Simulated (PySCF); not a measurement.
Ir: excitation energy

Ir [Xe] 4f14 5d7 6s2 (4F) → Ir [Xe] 4f14 5d6 6s2 6p1 (high-spin determinant), as a difference of total energies. Calculation: PySCF 2.14, in ANO-RCC-VTZP (8s7p5d3f1g, 84 functions); the spin-free X2C one-electron Hamiltonian (Gaussian nucleus). Correlated levels: valence: [Xe] 4f14 frozen. The calculations carry no spin-orbit coupling.

| method | excitation energy (eV) |
| --- | --- |
| UHF | 4.473 |
| MP2 (valence) | 5.547 |
| SCS-MP2 (valence) | 5.756 |
| CCSD (valence) | 5.212 |
| CCSD(T) (valence) | 5.000 |

Question: How much does correlation contribute at CCSD(T) (valence)?

Answer: 5.000 − (4.473) = 0.527 eV, measured against UHF.

A first-order spin-orbit estimate (lowest level to lowest level, LS coupling) adds 0.552 eV.

The basis was made for the ground configuration and has no added diffuse functions, so the excitation energy can come out too high.

The coupled-cluster amplitudes are large for the upper state (T1 above 0.03 or a double amplitude above 0.15), so a single reference is strained.

The determinant of the upper state mixes LS terms, which raises its energy above the lowest term, most at the Hartree-Fock and MP2 levels.
